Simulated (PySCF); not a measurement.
C4H10BN, SMILES C[C@H]1CCB1N. Geometry: B3LYP-D3(BJ)/def2-SVP. The structure was generated by enumeration; whether it is a known compound was not checked. One conformer was computed; it need not be the lowest.

Calculation: PySCF 2.14.0 with B3LYP-D3(BJ)/def2-SVP.

Harmonic wavenumbers (cm⁻¹): 97, 160, 211, 290, 355, 435, 527, 577, 618, 703, 732, 810, 860, 887, 926, 952, 991, 1094, 1102, 1139, 1156, 1202, 1227, 1264, 1338, 1394, 1405, 1442, 1468, 1474, 1478, 1605, 3006, 3015, 3024, 3044, 3076, 3078, 3085, 3101, 3579, 3675. Rotational constants (GHz): 4.298, 3.487, 2.101; symmetry number 1.

**Question.** Work out the zero-point energy and the ideal-gas rigid-rotor harmonic-oscillator thermochemistry at 298.15 K and 1 atm.

**Answer.** ZPE = ½ Σ hcν = ½ × 61602 cm⁻¹ = 88.06 kcal/mol. H − E(el) = 93.09 kcal/mol. Entropy in cal/(mol K): translation 39.16, rotation 26.73, vibration 14.95, total 80.84. G − E(el) = 68.99 kcal/mol. Cp = 28.46 cal/(mol K). Modes under 150 cm⁻¹ make the vibrational entropy uncertain.
